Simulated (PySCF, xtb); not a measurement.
HP, SMILES [PH], multiplicity 3.

Geometry: PBE-D3(BJ)/def2-TZVPD.

The numbers are results of C-PCM-ωB97X/def2-TZVPD in PySCF 2.14.0, not measurements.

The values are the electrostatic part of the solvation free energy, E(continuum) − E(gas) at the gas-phase geometry, in a cavity of scaled van der Waals radii (PySCF's table); cavitation and dispersion terms are not included. The dipole moment in vacuum is 0.48 D.

Computed values in water (ε = 78.36), diethylether (ε = 4.24), 2-propanol (ε = 19.26):
```json
[
 {"solvent": "water", "ε": "78.36", "ΔG(elec) (kcal/mol)": "-0.3", "dipole (D)": "0.73"},
 {"solvent": "diethylether", "ε": "4.24", "ΔG(elec) (kcal/mol)": "-0.2", "dipole (D)": "0.66"},
 {"solvent": "2-propanol", "ε": "19.26", "ΔG(elec) (kcal/mol)": "-0.3", "dipole (D)": "0.72"}
]
```

For comparison, GFN2-xTB/ALPB(water) (xtb, at the GFN2-xTB geometry, all terms of that model) gives 1.5 kcal/mol.
